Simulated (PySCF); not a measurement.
## Gas-phase XPS of PP3SSO nortricyclane, computed

PP3SSO nortricyclane, OP₄S₂.
Cartesian coordinates in Å at the PBE0-D3(BJ)/def2-SVP level; atoms count from 1:
```
atom  x, y, z in Å
P1    -0.8432   -0.5910    1.2650
S2     1.2431   -0.2198    1.5367
P3     1.6928    0.6278   -0.3411
P4     0.3173   -0.4594   -1.7565
S5    -0.7431   -1.7840   -0.5049
P6    -0.3659    1.4767   -0.7876
O7    -1.2092    0.8477    0.5200
```

Computed with delta-SCF UKS SCAN, pcX-2 on the ionised atom, pcseg-1 elsewhere, spin-free X2C (PySCF). Vertical ΔSCF values, vacuum level as zero.

Question: List the computed XPS lines with their assignment.

Answer: 
```csv
atom(s),bonded to,level,binding energy (eV),2p1/2 (eV),above the level's lowest (eV),count
S2/S5,2 P,S 1s,2477.35,–,0.00,2
P1,O and 2 S,P 1s,2152.25,–,+1.66,1
P6,O and 2 P,P 1s,2151.28,–,+0.69,1
P3/P4,S and 2 P,P 1s,2150.59,–,0.00,2
O7,2 P,O 1s,539.11,–,0.00,1
P1,O and 2 S,P 2p3/2,138.43,139.32,+1.43,1
P6,O and 2 P,P 2p3/2,137.59,138.49,+0.59,1
P3/P4,S and 2 P,P 2p3/2,137.00,137.89,0.00,2
```

The listed P 1s values span 1.66 eV, from P3/P4 (bonded to S and 2 P) to P1 (bonded to O and 2 S).

The listed P 2p3/2 values span 1.43 eV, from P3/P4 (bonded to S and 2 P) to P1 (bonded to O and 2 S). The widest gap between neighbouring values is 0.84 eV, between 137.59 and 138.43 eV.

Question: What is the P 1s shift of P1 against P6?

Answer: 2152.25 − 2151.28 = +0.97 eV, or +94 kJ/mol.

Atoms equivalent by their bonding share one computed value, that of the first of them. Not every level is listed. 2p3/2 and 2p1/2 are the ΔSCF energy of one spin-free 2p hole plus the eigenvalues of a spin–orbit and ligand-field matrix of the shell. 2p1/2 minus 2p3/2 (ligand field included): P 0.89 eV (mean over sites). Isolated species at its PBE0-D3(BJ)/def2-SVP geometry (one conformer only).

Time: 1.9 min of wall time; peak memory 0.56 GiB. Hardware: Intel Xeon at 2.50 GHz, one thread, shared host with 64 logical CPUs at a one-minute load of 58.
